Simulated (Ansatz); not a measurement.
Geometry optimisation, RKS PBE/def2-SVP in Ansatz 0.2.0.

Input:

```yaml
crystal:
  periodic: [false, false, false]
  atoms:
    - { symbol: B, position_ang: [-0.06982, 1.56972, -0.92601] }
    - { symbol: Si, position_ang: [0.0789, -0.29672, -0.4667] }
    - { symbol: B, position_ang: [0.37592, -2.22302, -1.02567] }
    - { symbol: B, position_ang: [0.26399, -1.32541, -2.20031] }
    - { symbol: H, position_ang: [-0.32401, 1.93454, -2.01283] }
    - { symbol: H, position_ang: [0.05058, 2.41037, -0.11464] }
    - { symbol: H, position_ang: [0.06637, -0.45312, 1.01801] }
    - { symbol: H, position_ang: [0.48578, -3.05655, -0.22279] }
    - { symbol: H, position_ang: [0.16375, -0.72219, -3.18945] }
basis:
  gaussian: { orbitals: def2-SVP }
hamiltonian:
  xc: pbe
relax:
  f_tol: 0.015
  max_steps: 40
```

Command:

```bash
$ ansatz run input.yaml --threads 1 --pin off --max-ram 2048MiB --backend cpu --events-out ev --progress --plain --runs-dir out
```

Q: Where does it end, and by what steps?

A: It converged. After 27 steps the energy has fallen by 1.096 eV; H6 moved furthest, 1.51 Å. Joined: B1–B4, B1–H9.

| step | energy less start (eV) | largest force component (eV/Å) | accepted |
| --- | --- | --- | --- |
| 0 | 0.0000 | 0.980 | yes |
| 1 | -0.1814 | 0.393 | yes |
| 2 | -0.2063 | 0.394 | yes |
| 3 | -0.2186 | 0.232 | yes |
| 4 | -0.2256 | 0.074 | yes |
| 5 | -0.2308 | 0.230 | yes |
| 6 | -0.2355 | 0.107 | yes |
| 7 | -0.2413 | 0.131 | yes |
| 8 | -0.1705 | 0.561 | no |
| 9 | -0.2456 | 0.060 | yes |
| 10 | -0.2471 | 0.076 | yes |
| 11 | -0.2485 | 0.086 | yes |
| 12 | -0.2514 | 0.048 | yes |
| 13 | -0.2601 | 0.245 | yes |
| 14 | -0.2807 | 0.616 | yes |
| 15 | -0.3566 | 0.792 | yes |
| 16 | -0.4576 | 0.448 | yes |
| 17 | -0.6207 | 0.633 | yes |
| 18 | -0.7108 | 0.625 | yes |
| 19 | -0.8287 | 0.735 | yes |
| 20 | -0.9447 | 1.016 | yes |
| 21 | -1.0413 | 0.688 | yes |
| 22 | -1.0525 | 0.689 | yes |
| 23 | -1.0598 | 0.780 | yes |
| 24 | -1.0928 | 0.186 | yes |
| 25 | -1.0954 | 0.060 | yes |
| 26 | -1.0960 | 0.029 | yes |
| 27 | -1.0960 | 0.004 | yes |

```xyz
9
Properties=species:S:1:pos:R:3
B 0.038 0.968 -1.402
Si -0.144 -0.706 0.146
B 0.422 -2.111 -1.007
B 0.382 -0.668 -1.669
H -1.046 1.421 -1.723
H 0.939 1.743 -1.140
H -0.612 0.206 1.246
H 0.622 -3.297 -1.031
H 0.490 0.281 -2.563
```

Whether the end is a true minimum wasn't checked by a vibrational analysis.

Time of the run: 53 s on 1 thread of Arm Neoverse V2 (shared host), peak memory 0.11 GiB.
